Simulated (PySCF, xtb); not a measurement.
BFCl2, SMILES FB(Cl)Cl.

Harmonic wavenumbers (cm⁻¹) from xtb with GFN2-xTB at its own minimum, in rising order: 236, 321, 414, 495, 788, 1171.

Problem. What does ωB97X-D3(BJ)/def2-SVP (PySCF) give at its own minimum? (An estimate is asked for; the answer gives what the named calculation found.)

Solution. 270, 371, 527, 574, 1044, 1364. Paired by order, the mean absolute difference is 121 cm⁻¹ and the zero-point energies are 4.9 and 5.9 kcal/mol.
